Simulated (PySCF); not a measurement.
# Two-component Hartree-Fock for Mn⁺ (manganese, charge +1)

Start: [Ar] 3d5 4p1; 3d5/2 filled at m_j = -3/2, -1/2, +1/2, +3/2, +5/2; 4p3/2 filled at m_j = +3/2. Calculated with PySCF 2.14 in x2c-SVPall-2c with one added diffuse shell each of s, d type (6s5p4d1f, 48 functions): generalised Hartree-Fock with the X2C-1e Hamiltonian and a Gaussian nucleus; one run each with spin-orbit coupling (SO) switched off, then screened by Boettger's factors. This is a chosen level, not necessarily the ground level.

```tsv
spinor shell	electrons	ε, spin-free (eV)	ε, screened SO (eV)	weight of nominal j (screened SO)	rms radius, screened SO (bohr)
1s1/2	2	-6605.1	-6605.1	1.000	0.0704
2s1/2	2	-811.74	-811.73	1.000	0.302
2p1/2	2	-685.75	-693.18	0.978	0.271
2p3/2	4	-685.75	-682.08	0.989	0.274
3s1/2	2	-114.10	-114.10	1.000	0.917
3p1/2	2	-76.466	-76.834	0.665	0.986
3p3/2	4	-76.466	-76.287	0.832	0.989
3d5/2	5	-25.811	-25.810	0.593	1.28
4p3/2	1	-9.945	-9.917	1.000	3.22
```

```json
{"quantity": "E (hartree)", "spin-free": "-1156.80798", "screened SO": "-1156.81734"}
{"quantity": "M_J", "spin-free": "4", "screened SO": "4"}
{"quantity": "⟨J²⟩", "spin-free": "20.003", "screened SO": "20.003"}
{"quantity": "⟨L²⟩", "spin-free": "2.003", "screened SO": "2.005"}
{"quantity": "⟨S²⟩", "spin-free": "12.000", "screened SO": "11.998"}
```

Each row is a mean over spinors that exchange with the open shell spreads, by up to 14.106 eV (3p3/2).

Rows whose weight is well below 1 are mixtures of j = l ± 1/2: exchange outweighs spin-orbit coupling there, and the label is only the starting occupation.

Without spin-orbit coupling the j labels of p, d and f shells carry no meaning; the spin-free column gives the mean over the occupied spinors of each nl shell.
